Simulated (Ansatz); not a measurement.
Geometry optimisation, RKS PBE/def2-SVP in Ansatz 0.2.0.

Input file:

```yaml
crystal:
  periodic: [false, false, false]
  atoms:
    - { symbol: F, position_ang: [-2.6559, 0.3414, 0.271] }
    - { symbol: B, position_ang: [-1.34, 0.726, 0.5708] }
    - { symbol: C, position_ang: [-0.2275, -0.3626, 0.419] }
    - { symbol: "N", position_ang: [0.0057, -0.8014, -0.926] }
    - { symbol: Si, position_ang: [1.3359, 0.2371, -0.3812] }
    - { symbol: H, position_ang: [-1.0898, 1.8027, 1.035] }
    - { symbol: H, position_ang: [-0.0883, -1.1807, 1.1851] }
    - { symbol: H, position_ang: [0.3238, -1.7791, -0.9202] }
    - { symbol: H, position_ang: [-0.14992, -0.67714, -1.94676] }
    - { symbol: H, position_ang: [1.273, 1.5347, -1.0452] }
basis:
  gaussian: { orbitals: def2-SVP }
hamiltonian:
  xc: pbe
relax:
  f_tol: 0.02
  max_steps: 50
```

Launched with:

```bash
$ ansatz run input.yaml --threads 2 --pin off --max-ram 3072MiB --backend cpu --events-out ev --progress --plain --runs-dir out
```

**Question.** Where does it end, and by what steps?

**Answer.** The run converged. After 14 steps the energy has fallen by 2.560 eV; F1 moved furthest, 1.33 Å.

```tsv
step	energy less start (eV)	largest force component (eV/Å)	accepted
0	0.0000	5.822	yes
1	-1.3316	2.855	yes
2	-1.7856	1.873	yes
3	-2.0951	1.232	yes
4	-2.2560	1.008	yes
5	-2.3757	0.565	yes
6	-2.4636	0.524	yes
7	-2.4963	0.775	yes
8	-2.5156	0.593	yes
9	-2.5415	0.407	yes
10	-2.5555	0.304	yes
11	-2.5584	0.126	yes
12	-2.5592	0.103	yes
13	-2.5597	0.044	yes
14	-2.5600	0.016	yes
```

```xyz
10
Properties=species:S:1:pos:R:3
F -1.913 1.042 -0.585
B -1.200 0.724 0.524
C -0.158 -0.382 0.446
N 0.096 -0.969 -0.888
Si 1.503 0.374 -0.415
H -1.434 1.344 1.546
H 0.084 -1.041 1.294
H 0.338 -1.965 -0.909
H -0.629 -0.744 -1.583
H 0.701 1.459 -1.169
```

Run time: 20 s on 2 threads of AMD EPYC 9R14 (Zen 4), with other jobs on the host, peak memory 0.2 GiB.
